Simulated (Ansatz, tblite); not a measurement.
Forces on the cluster Li5Al2 at its r2SCAN-D4/def2-TZVP geometry. Charge 0, multiplicity 2.

The xTB rows come from tblite. The structure comes from a short search, and lower isomers may exist.

GFN1-xTB (tblite), largest force 0.73 eV/Å:

```xyz
7
positions Å, forces eV/Å
Al   -0.520    0.280    0.492   -0.214    0.137    0.393
Al    1.696   -0.558    1.566    0.396   -0.103    0.609
Li    1.561    1.925    0.606   -0.126   -0.194   -0.412
Li   -1.165    2.076   -1.358    0.016   -0.536   -0.034
Li   -2.408   -0.801   -1.036    0.395    0.340   -0.131
Li    1.100   -0.626   -1.350   -0.487    0.214    0.025
Li   -0.265   -2.296    1.079    0.020    0.143   -0.450
```

GFN2-xTB (tblite), largest force 0.61 eV/Å:

```
Al -0.456 0.235 0.330
Al 0.150 -0.049 0.135
Li 0.100 -0.078 -0.253
Li -0.030 -0.295 -0.022
Li 0.191 0.215 -0.079
Li -0.057 0.041 0.143
Li 0.103 -0.069 -0.254
```

PBE-D4/def2-TZVP (Ansatz), largest force 0.10 eV/Å:

```
Al -0.084 0.037 0.002
Al 0.080 -0.027 0.056
Li -0.029 -0.040 -0.031
Li 0.008 -0.038 0.008
Li 0.034 0.022 0.002
Li -0.014 0.006 0.003
Li 0.006 0.040 -0.040
```
